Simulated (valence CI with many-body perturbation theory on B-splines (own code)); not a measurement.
# Nd²⁸⁺: E2, M1, M2 decay

Calculated by valence CI with perturbative core correlation (CI+MBPT): four valence electrons over a frozen Dirac-Fock core [Ar] 3d10, a basis of 11 s, 11 p, 10 d, 8 f, 5 g, 2 h functions for each j, with the one-electron correlation potential Σ1, the two-electron term Σ2, the three-electron term Σ3, Breit, model QED; selected CI, second order for the rest, scaled by the run's own slope (own B-spline code, finite nucleus).

The last digits are not significant, and no measured levels were compared; by estimate large intervals hold to a few tenths of a per cent, small ones and those within an open d or f shell to about a per cent. Among the levels kept, up to 340 cm⁻¹ of a level comes from second order outside the variational space, and about a tenth of that is noise between levels of different J, which matters for small intervals.

Lines 1 to 12 of 12 in falling wavelength, among levels below 356.86 eV, chosen from the decays that carry over 1 % of a level's rate. Wavelengths and rates use the calculated energies. Electric multipoles are in the length gauge, E1 and E2 with the static RPA response of the core. S is in atomic units (e²a₀⁴ for E2 and M2, e²a₀⁶ for E3), for M1 in squared Bohr magnetons. Weak lines are less certain than strong ones. Lines between different terms over intervals too small for the method are left out, as are lines whose strength nearly cancels.

Levels are named by their leading jj configuration (3d3/2^4 stands for four electrons in 3d with j = 3/2), which in mixed levels can hold well under half, so a name can repeat and another be missing.

| λ vac (Å) | Upper | Lower | Type | A (s⁻¹) | S (a.u.) |
| --- | --- | --- | --- | --- | --- |
| 4090 | (4s^2 4p1/2 4p3/2) J=2 | (4s^2 4p1/2 4p3/2) J=1 | M1 | 8.09e+01 | 1.03e+00 |
| 511.7 | (4s^2 4p3/2 4d5/2) J=4 | (4s^2 4p1/2 4d5/2) J=3 | M1 | 1.10e+05 | 4.93e+00 |
| 455.0 | (4s^2 4p1/2 4p3/2) J=1 | (4s^2 4p1/2^2) J=0 | M1 | 1.42e+05 | 1.48e+00 |
| 419.7 | (4s^2 4p3/2^2) J=2 | (4s^2 4p1/2 4p3/2) J=2 | M1 | 1.32e+05 | 1.80e+00 |
| 419.7 | (4s^2 4p3/2^2) J=2 | (4s^2 4p1/2 4p3/2) J=2 | E2 | 2.96e+03 | 1.72e-01 |
| 409.5 | (4s^2 4p1/2 4p3/2) J=2 | (4s^2 4p1/2^2) J=0 | E2 | 1.55e+03 | 7.96e-02 |
| 380.7 | (4s^2 4p3/2^2) J=2 | (4s^2 4p1/2 4p3/2) J=1 | M1 | 1.44e+05 | 1.47e+00 |
| 340.5 | (4s^2 4p3/2^2) J=0 | (4s^2 4p1/2 4p3/2) J=2 | E2 | 1.08e+04 | 4.40e-02 |
| 314.3 | (4s^2 4p3/2^2) J=0 | (4s^2 4p1/2 4p3/2) J=1 | M1 | 4.39e+05 | 5.05e-01 |
| 250.3 | (4s^2 4p3/2 4d5/2) J=4 | (4s 4p1/2 4p3/2^2) J=3 | M1 | 7.02e+03 | 3.68e-02 |
| 153.6 | (4s^2 4p3/2 4d5/2) J=4 | (4s 4p1/2^2 4p3/2) J=2 | E2 | 5.07e+03 | 3.49e-03 |
| 112.3 | (4s^2 4p3/2 4d5/2) J=4 | (4s^2 4p3/2^2) J=2 | M2 | 1.30e+03 | 1.87e-04 |
